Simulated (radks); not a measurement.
The numbers below are computed, except where a source is named.
Question: The mean radii <r> (bohr) of the occupied orbitals of an atom or ion are listed with their occupations. Code: a radial shooting solver on a logarithmic mesh with Libxc functionals. Model: scalar-relativistic Kohn-Sham, Slater X-alpha with alpha = 0.716, spin-polarised, spherical densities, finite nucleus; Fermi nuclear charge, rms radius of each element as measured or else 0.836 A^(1/3) + 0.57 fm.

| orbital | occ. | <r> |
|---|---|---|
| 1s up | 1 | 0.02002 |
| 1s down | 1 | 0.02002 |
| 2s up | 1 | 0.08489 |
| 2s down | 1 | 0.08489 |
| 2p up | 3 | 0.07539 |
| 2p down | 3 | 0.07539 |
| 3s up | 1 | 0.2210 |
| 3s down | 1 | 0.2210 |
| 3p up | 3 | 0.2203 |
| 3p down | 3 | 0.2202 |
| 3d up | 5 | 0.1997 |
| 3d down | 5 | 0.1997 |
| 4s up | 1 | 0.4977 |
| 4s down | 1 | 0.4977 |
| 4p up | 3 | 0.5281 |
| 4p down | 3 | 0.5282 |
| 4d up | 5 | 0.5709 |
| 4d down | 5 | 0.5711 |
| 5s up | 1 | 1.227 |
| 5s down | 1 | 1.230 |
| 5p up | 3 | 1.470 |
| 5p down | 3 | 1.475 |
| 6s up | 1 | 3.966 |
| 6s down | 1 | 3.983 |
| 4f up | 7 | 0.7986 |
| 4f down | 6 | 0.8107 |

Name the element and its charge. Open shells, if any, are filled with parallel spins first.

Answer: Z = 69, thulium, charge 0: Tm in [Xe] 4f13 6s2. The 1s radius gives Z: for a bare nucleus <r> = (2 gamma + 1)/(2Z) with gamma = sqrt(1 - (Z/c)^2), 0.01977 bohr for Z = 69, and screening makes it slightly larger (0.02002 here). The occupations add up to 69, and the charge is Z minus that.
